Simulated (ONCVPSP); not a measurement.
## Plane-wave convergence, ONCV potential for Ga (Z = 31)

ONCVPSP 4.0.1 input, shortened (lines: element, Z, core and valence counts, functional; n l f; lmax; l rc ep ncon nbas qcut; lloc lpopt rc5 dvloc0; l nproj debl; icmod fcfact rcfact), PBE, scalar-relativistic:

```
  Ga 31.00    5    3        4      upf
    1    0    2.00
    2    0    2.00
    2    1    6.00
    3    0    2.00
    3    1    6.00
    3    2   10.00
    4    0    2.00
    4    1    0.75
    2
    0    1.85    0.00    3    7    3.80
    1    2.65    0.00    4    7    2.70
    2    1.20    0.00    4    9   14.30
    4    3    0.90   -1.00
    0    1    2.40
    1    3    0.40
    2    2    1.30
    3    1.75    1.55
```

Q: For each optimised wave give the share of its norm inside rc, the residual kinetic energy above qcut (Ha) and the cutoffs (Ha) for errors of 10, 1, 0.1 and 0.01 mHa per electron.

A:

| wave | norm inside rc | residual KE | 10 mHa | 1 mHa | 0.1 mHa | 0.01 mHa |
| --- | --- | --- | --- | --- | --- | --- |
| 4s | 0.337 | 5.3e-04 | 4.3 | 6.7 | 23.4 | 52.4 |
| 4p | 0.393 | 1.3e-04 | 1.4 | 2.2 | 4.9 | 18.6 |
| p projector 2 | 0.214 | 2.1e-04 | 1.6 | 2.5 | 5.2 | 12.3 |
| p projector 3 | 0.132 | 4.2e-04 | 1.9 | 2.8 | 6.2 | 12.3 |
| 3d | 0.841 | 4.4e-07 | 65.8 | 77.3 | 86.5 | 93.3 |
| d projector 2 | 0.054 | 2.0e-07 | 55.5 | 70.0 | 81.4 | 90.6 |

The occupied waves need 77 Ha and 86 Ha for 1 and 0.1 mHa. Note: ghosts flagged at negative energy: s at -97.1 eV; no localised positive-energy state flagged. A true bound ghost makes a file unfit for plane-wave use.
